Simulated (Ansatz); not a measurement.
C₄H₁₂Ge, singlet, at a GFN2-xTB geometry; PBE0/STO-3G run with Ansatz (a quantum-chemistry and plane-wave program).

Here is a job for Ansatz.
Ansatz 0.2 input:
```yaml
crystal:
  periodic: [false, false, false]
  atoms:
    - {symbol: Ge, position_ang: [1.19204730, 0.56714476, -0.05754356]}
    - {symbol: C, position_ang: [-0.14291499, -0.40813352, 1.02478555]}
    - {symbol: C, position_ang: [-1.47181421, -0.75171789, 0.35417463]}
    - {symbol: C, position_ang: [-1.27787032, -1.78595875, -0.74868490]}
    - {symbol: C, position_ang: [-2.14060935, 0.49817568, -0.20427519]}
    - {symbol: H, position_ang: [2.47695911, 0.63797260, 0.70755841]}
    - {symbol: H, position_ang: [1.51822983, -0.07475567, -1.36893037]}
    - {symbol: H, position_ang: [0.79742154, 1.98087734, -0.34754028]}
    - {symbol: H, position_ang: [-0.33651492, 0.20244411, 1.91116398]}
    - {symbol: H, position_ang: [0.32633876, -1.32831449, 1.38212088]}
    - {symbol: H, position_ang: [-2.13107858, -1.18576940, 1.11818937]}
    - {symbol: H, position_ang: [-0.64106043, -1.38068517, -1.53369694]}
    - {symbol: H, position_ang: [-2.23428227, -2.05938865, -1.18936037]}
    - {symbol: H, position_ang: [-0.81099573, -2.68634650, -0.35444740]}
    - {symbol: H, position_ang: [-1.53940228, 0.90778741, -1.01628749]}
    - {symbol: H, position_ang: [-2.24171535, 1.25754145, 0.56886375]}
    - {symbol: H, position_ang: [-3.13015973, 0.26581165, -0.59224003]}
basis:
  gaussian:
    orbitals: STO-3G
hamiltonian:
  xc: pbe0
accuracy: high
```

The log (banner, timings and long lists left out):

```
Functional definition: PBE0
1029 factors; integrals over basis functions are off by at most 3.7e-9 eV
mean field evaluation 1: about -60148.7515 eV, gradient 1.8e1 eV
mean field evaluation 2: about -60149.3687 eV, gradient 1.0e1 eV
mean field evaluation 4: about -60149.7191 eV, gradient 5.0e-1 eV
mean field evaluation 8: about -60149.6684 eV, gradient 1.5e-2 eV
mean field evaluation 16: about -60149.6684 eV, gradient 4.7e-7 eV
mean field -60149.66840992 eV, -2210.4595431550 hartree, gradient 4.2e-8 eV, S^2 0.000000; 0 other end points of the search recorded, 0 dependent functions left out
reference -60149.66841210 eV, -2210.4595432352 hartree; 34, 34 occupied and 16, 16 virtual orbitals, 1029 factors
Total energy: -60149.66841210 eV, -2210.4595432352 hartree
```
